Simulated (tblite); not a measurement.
Compound: C6H5F5.
Cartesian coordinates in Å at the GFN2-xTB level; atoms count from 1:
```
atom  x, y, z in Å
C1     2.7219    0.5257   -0.9098
C2     1.5381    0.0643   -0.5148
C3     0.9241    0.5047    0.7160
C4    -0.2565    0.1367    1.2185
C5    -1.2297   -0.8161    0.5961
F6    -2.0634   -1.3270    1.5382
F7    -0.6583   -1.8901   -0.0047
C8    -2.1273   -0.1076   -0.4618
F9    -1.3966    0.3611   -1.4767
F10   -3.0504   -0.9167   -0.9719
F11   -2.7572    0.9345    0.0870
H12    3.1788    0.1995   -1.8274
H13    3.2725    1.2465   -0.3270
H14    1.0116   -0.6585   -1.1187
H15    1.5020    1.2164    1.2914
H16   -0.6172    0.5355    2.1541
```

Computed with GFN2-xTB (tblite): harmonic, unscaled wavenumbers at the GFN2-xTB geometry, gas phase. This tight-binding method is rough: wavenumbers can miss measured ones by several per cent, in bad cases by 10 to 20. One conformer, not necessarily the lowest.

Harmonic wavenumbers (cm⁻¹): 32.7, 46.2, 126.1, 133.1, 154.3, 177.9, 244.3, 269.3, 327.9, 337.9, 392.5, 403.5, 463.4, 526.2, 537.3, 571.7, 655.2, 688.9, 745.0, 787.9, 899.8, 921.4, 931.6, 984.3, 1018.1, 1037.3, 1100.9, 1110.0, 1125.3, 1167.6, 1175.0, 1252.0, 1290.0, 1338.7, 1406.6, 1654.2, 1665.8, 3061.2, 3098.6, 3103.2, 3109.1, 3143.3.

A = 1759, B = 784.3, C = 708.6 MHz; mass 172.031 u (most abundant isotopes); point group C1, symmetry number 1.

Problem. What is the zero-point energy?

Solution. Half the sum of the wavenumbers: 21608 cm⁻¹ = 258.48 kJ/mol.

Problem. What is S at 200 K and 1 bar for an ideal gas of classical rigid rotors and harmonic oscillators?

Solution. Translation 164.76, rotation 121.28, vibration 94.59: S = 380.6 J/(mol K).

Problem. And Cp and H(200 K) − H(0)?

Solution. Cp = 132.03 J/(mol K), of which vibrations give 98.78 (their classical limit is 42 R = 349.2); H(200 K) − H(0) = 16.70 kJ/mol without the zero-point energy, 10.05 from vibrations.

Problem. Which modes carry the vibrational entropy at 200 K?

Solution. 32.7 cm⁻¹: 20.37; 46.2 cm⁻¹: 17.51; 126.1 cm⁻¹: 9.40; 133.1 cm⁻¹: 8.99; 154.3 cm⁻¹: 7.86; 177.9 cm⁻¹: 6.81 J/(mol K); the other 36 give 23.66 together.

Problem. How do the functions run with temperature in this model?

Solution. 
```
 T (K)  S (J/(mol K))  Cp (J/(mol K))  H − H(0) (kJ/mol)  G − H(0) (kJ/mol)  ln q(vib)
    50          258.5            58.0               2.23             -10.70       0.87
   100          307.0            84.7               5.81             -24.89       2.31
298.15          441.3           174.0              31.75             -99.82       8.27
373.15          483.5           202.3              45.89            -134.52      10.46
   500          548.3           240.4              74.10            -200.05      14.05
   750          655.7           287.7             140.71            -351.05      20.61
  1000          742.5           315.2             216.35            -526.17      26.44
```

q(vib) and H(0) count from the zero-point level.

Problem. Blend soft modes into free rotors: weight 1/[1 + (100 cm⁻¹/ν̃)⁴] for the oscillator and the rest for a rotor with moment μB/(μ + B), μ = h/(8π²ν), B = 10⁻⁴⁴ kg m². What vibrational entropy results?

Solution. 85.74 J/(mol K) in place of 94.59, which changes −T·S at 200 K by +1.77 kJ/mol.

Hindered rotation and anharmonicity are outside this model. Other conformers, if any are populated, would add a mixing term that is left out. The structure is chiral; the term R ln 2 for an equal mix with its mirror image is left out.
